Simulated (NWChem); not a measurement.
# CaHOF; SMILES [Ca]([F])[OH]

```xyz
4

Ca     0.2908     0.0281     0.0000
F     -0.3056     1.9219     0.0000
O     -0.2936    -1.8874     0.0000
H     -0.7162    -2.7586     0.0000
```
Atoms are numbered in this order, from 1.

Computed with NWChem. All runs use the structure optimised with PBE-D3(BJ)/def2-SVP. Total energies compare along this basis series because the functional is fixed.

```json
[
 {"level": "PBE0/pcseg-1", "basis functions": "57", "energy (Ha)": "-852.9153", "highest occupied level (eV)": "-7.16", "orbital gap (eV)": "5.86", "dipole (D)": "(withheld)"},
 {"level": "PBE0/aug-pcseg-1", "basis functions": "88", "energy (Ha)": "-852.9343", "highest occupied level (eV)": "-7.52", "orbital gap (eV)": "6.08", "dipole (D)": "3.76"},
 {"level": "PBE0/pcseg-2", "basis functions": "107", "energy (Ha)": "-853.1196", "highest occupied level (eV)": "-7.47", "orbital gap (eV)": "6.07", "dipole (D)": "3.77"},
 {"level": "PBE0/STO-3G", "basis functions": "24", "energy (Ha)": "-843.4474", "highest occupied level (eV)": "-2.41", "orbital gap (eV)": "3.47", "dipole (D)": "1.54"},
 {"level": "PBE0/def2-SVP", "basis functions": "57", "energy (Ha)": "-852.8047", "highest occupied level (eV)": "-7.18", "orbital gap (eV)": "5.82", "dipole (D)": "3.65"}
]
```

Question: Complete the blanks.

Answer: 
- PBE0/pcseg-1, dipole (D): 3.72
